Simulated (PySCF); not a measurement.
**Sb³⁸⁺: ionisation energy**

Sb³⁸⁺ [Ne] 3s2 3p1 [3p1/2^1, M_J = 1/2] → Sb³⁹⁺ [Ne] 3s2, as a difference of total energies. All numbers are calculated (PySCF 2.14, the two-component X2C-1e Hamiltonian, in an even-tempered Gaussian basis (18 s from 7.7 bohr⁻², ratio 2.4; 14 p from 10 bohr⁻², ratio 2.4; 4 d from 34 bohr⁻², ratio 2.6; 4 f from 52 bohr⁻², ratio 2.6)). Correlated levels: 1s2 frozen; the 54 highest virtual spinors dropped. "Screened" scales the spin-orbit matrix elements by Boettger's factors to mimic the two-electron term; Breit and QED terms are absent.

```
                    method  ionisation energy (eV)
           GHF (spin-free)                  2611.0
          GMP2 (spin-free)                  2611.5
 GHF (screened spin-orbit)                  2655.6
GMP2 (screened spin-orbit)                  2655.9
```

Breit and QED terms and the two-electron picture change are absent.

The spin-free rows lack the spin-orbit shift.

For comparison: 2654 ± 4 eV (theoretical estimate listed by NIST; NIST Atomic Spectra Database, ionization energies).
